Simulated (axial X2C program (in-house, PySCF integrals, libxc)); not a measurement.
# Worked dissociation energy of PbSi⁺: PBE0, 2c

Calculated with an in-house all-electron X2C program for linear molecules (integrals from PySCF). Two-component (2c) means X2C with spin–orbit coupling and atomic mean-field two-electron Coulomb and Gaunt terms. Basis: Pb dyall-cv3z [12s14p10d7f1g], Si dyall-v3z [8s7p2d1f] (cores contracted in-house); Gaussian nuclei, density fitting, unrestricted open shells. Masses: Pb 207.977 u, Si 27.977 u.

Molecular state: Ω = 3/2 (⟨Sz⟩ = 1.28, ⟨Lz⟩ = 0.22 at PBE0).

```
E(Pb+) (2M_J = 1) : -20891.802141 hartree
E(Si) (2M_J = 2)  : -289.831409 hartree
E(PbSi⁺) at Re    : -21181.702175 hartree
ωe                : 248.1 cm⁻¹
ωexe              : 1.42 cm⁻¹
```

(1) Work out De and D0.

One determinant describes the state; a PBE0 search over occupations chose it and may have missed a lower one. De is counted from the lowest determinant-based energies of the atoms at the same level, without counterpoise correction. Density functionals use the spin component along the axis (collinear). In 2c an atomic determinant is not the ground J level, so De misses part of the atomic spin–orbit lowering. This holds for PBE0. Other states lie close and PBE0, whose exact exchange favours high spin, may order them wrongly; the determinant shown need not be the ground state. The nearest other 2c determinant of the search, Ω = 1/2, lies 0.27 eV up at the distance of the search. The functionals have no current-density term, which raises determinants with orbital currents, atoms included. With several unpaired electrons one determinant need not be a pure state. This is the top spin component of a Σ state; components of lower Ω are not single determinants and can lie lower.

Each atomic determinant is the lowest at this level and need not be a pure J level. Totals compare only within one Hamiltonian and basis.

Answers

(1) De = -20891.802141 + (-289.831409) − (-21181.702175) = 0.06863 hartree = 1.867 eV. The zero-point energy is ωe/2 − ωexe/4 = 124 cm⁻¹ = 0.015 eV, so D0 = 1.852 eV.
